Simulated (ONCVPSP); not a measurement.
# gallium: one change to an ONCV potential, before and after

| Item | Value |
| --- | --- |
| Element | Ga |
| Generator | ONCVPSP 4.0.1 |
| Type | optimised norm-conserving Vanderbilt (ONCV) |
| Functional | PBE |
| Relativity | scalar-relativistic |
| Frozen core | [Ar] 3d10 |
| Valence charge | 3 |
| Reference configuration | 4s2 4p1 |
| Partial waves | 4s: rc 1.40 bohr, ncon 3, nbas 6, qcut 4.8 1/bohr, local; 4p: rc 1.85 bohr, ncon 3, nbas 6, qcut 3.8 1/bohr, 3 projectors, debl 0.3 Ha; d scattering state at 0.21 Ha: rc 1.95 bohr, ncon 4, nbas 8, qcut 4.4 1/bohr, 2 projectors, debl 2.6 Ha |
| Local potential | the s channel |
| Core correction | Teter function, fcfact 5.5, rcfact 1.6 |

All-electron outer shells of the reference configuration (PBE, scalar-relativistic, ld1.x):

```json
{"shell": "3p", "level (eV)": "-98.86", "outermost node (bohr)": "0.24", "outermost maximum (bohr)": "0.56"}
{"shell": "3d", "level (eV)": "-19.15", "outermost node (bohr)": "–", "outermost maximum (bohr)": "0.53"}
{"shell": "4s", "level (eV)": "-8.95", "outermost node (bohr)": "0.81", "outermost maximum (bohr)": "1.90"}
{"shell": "4p", "level (eV)": "-2.58", "outermost node (bohr)": "0.87", "outermost maximum (bohr)": "2.53"}
```

Change: all radii but the core radius scaled by about 1.35 (s 1.88, p 2.50, d 2.64 bohr).

Cutoffs: the cutoffs (Ha) at which the residual kinetic energy of the hardest occupied pseudo-wave falls to 1 and 0.1 mHa per electron; they do not see the model core or the augmentation charge, which bear on the density cutoff. Errors are all-electron minus pseudo energies relative to the spin-unpolarised reference configuration.

Q: How do hardness, ghosts and transferability respond?

A: The potential gets neither clearly harder nor softer (7.7 Ha and 48 Ha → 7.8 Ha and 9.8 Ha); the bound ghost in d, p disappears; the lowest positive-energy flag moves from p at 48.7 eV to d at 87.8 eV; the errors of the 4 common tests hardly move.

```csv
quantity,base,changed
"cutoff, loose",7.7 Ha,7.8 Ha
"cutoff, tight",48 Ha,9.8 Ha
loose cutoff by channel,"s 7.7 Ha, p 4.6 Ha","s 7.8 Ha, p 2.3 Ha"
bound ghosts,"p, d",none
GHOST(+) flags under 300 eV,p at 48.7 eV,d at 87.8 eV
"error for 4s2 4p0, meV [ΔE 5.69 eV]",-77,-78
"error for 4s1 4p0, meV [ΔE 26.82 eV]",-479,-484
"error for 4s2 4p0.5, meV [ΔE 2.03 eV]",-14,-14
"error for 4s1 4p1, meV [ΔE 13.06 eV]",-100,-96
"rms error of d²Exc/dni dnj with the model core, mHa",5.01,5.00
```

Base: The cutoffs count occupied waves only; projector 2 of the d channel, the hardest unoccupied one, needs 82 Ha at the loose tolerance. Changed file: The cutoffs count occupied waves only; projector 2 of the d channel, the hardest unoccupied one, needs 40 Ha at the loose tolerance. A true bound ghost makes a file unfit for plane-wave use even where its test errors are small: the radial tests pick states by their node count and pass the ghost by.
